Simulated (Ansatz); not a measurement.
Coupled-cluster run, C2H4Zn (`C=[CH][ZnH]`).

```yaml
crystal:
  periodic: [false, false, false]
  atoms:
    - {symbol: C, position_ang: [-0.962669, 0.490225, -0.505881]}
    - {symbol: C, position_ang: [0.082244, 0.432295, 0.320897]}
    - {symbol: Zn, position_ang: [1.297674, -1.062790, 0.420459]}
    - {symbol: H, position_ang: [-1.211704, -0.313130, -1.195483]}
    - {symbol: H, position_ang: [-1.632271, 1.348607, -0.540285]}
    - {symbol: H, position_ang: [0.228106, 1.300035, 0.965548]}
    - {symbol: H, position_ang: [2.259921, -2.263142, 0.489147]}
basis:
  gaussian: {orbitals: def2-SVP}
correlation: {method: ccsd_t, frozen_orbitals: {C: 1, H: 0, Zn: 9}}
```

```sh
$ ansatz run in.yaml --threads 2 --pin off --events-out ev --progress --plain --max-ram 4352MiB
```

Log, shortened:

```
Functional definition: HF
  name "HF"
  cite "Fock, Z. Phys. 61, 126 (1930) doi:10.1007/BF01340294"
  parent pbe
  exchange = exact_x
  correlation = 0
796 factors; integrals over basis functions are off by at most 1.4e-3 eV
mean field evaluation 1: about -50488.9625 eV, gradient 2.5e1 eV
mean field evaluation 2: about -50489.0369 eV, gradient 2.5e1 eV
mean field evaluation 4: about -50490.9288 eV, gradient 3.2e0 eV
mean field evaluation 8: about -50490.9579 eV, gradient 1.9e-4 eV
mean field -50490.95788766 eV, -1855.5084783710 hartree, gradient 6.8e-6 eV, S^2 0.000000; 0 other end points of the search recorded, 0 dependent functions left out
11 core orbitals not correlated: weight in the atoms' cores, before any rotation towards them, 1.000 or more for the frozen orbitals, at most 0.000 for the correlated occupied ones
reference -50490.95788766 eV, -1855.5084783710 hartree; 12, 12 occupied and 56, 56 virtual orbitals, 796 factors
second order -15.75351493 eV of doubles, -0.00000000 eV of singles
cycle   1  -15.35730161 eV  change    4.0e-1 eV  update   1.0e-1
cycle   2  -15.83755059 eV  change   -4.8e-1 eV  update   3.8e-2
cycle   3  -15.95531234 eV  change   -1.2e-1 eV  update   1.8e-2
cycle   4  -15.95208197 eV  change    3.2e-3 eV  update   5.3e-3
cycle   5  -15.95168673 eV  change    4.0e-4 eV  update   2.2e-3
cycle   6  -15.95203380 eV  change   -3.5e-4 eV  update   5.5e-4
cycle   7  -15.95199363 eV  change    4.0e-5 eV  update   1.8e-4
cycle   8  -15.95196089 eV  change    3.3e-5 eV  update   7.0e-5
cycle   9  -15.95194866 eV  change    1.2e-5 eV  update   2.3e-5
perturbative correction -0.52624515 eV, -0.0193391524 hartree
Total energy: -50507.43608146 eV, -1856.1140408238 hartree
```

Run time 2.2 s (2 threads of an Arm Neoverse V1 on a shared host); peak host memory 0.22 GiB.

The correlation energy is -16.478 eV, 3.2 % of it from (T); the T1 diagnostic reads 0.0129.
